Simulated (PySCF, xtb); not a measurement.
ClGeH₆NSi, SMILES N[Si@@H](Cl)[GeH3]. The values are those of a single conformer.

Harmonic wavenumbers (cm⁻¹) from GFN2-xTB (xtb 6.7.1) at its own minimum, in rising order: 13, 95, 148, 184, 241, 346, 389, 404, 463, 511, 647, 653, 789, 832, 884, 891, 907, 1502, 1956, 2041, 2055, 2163, 3467, 3509.

### Question
What does PBE-D3(BJ)/def2-SVP in PySCF give at its own minimum? (The exact figures need the calculation; the answer reports its results.)

### Answer
80, 108, 151, 222, 289, 341, 442, 449, 461, 516, 669, 758, 796, 842, 852, 859, 889, 1496, 2067, 2081, 2094, 2181, 3476, 3572. Paired by order, the mean absolute difference is 33 cm⁻¹ and the zero-point energies are 35.9 and 36.7 kcal/mol.
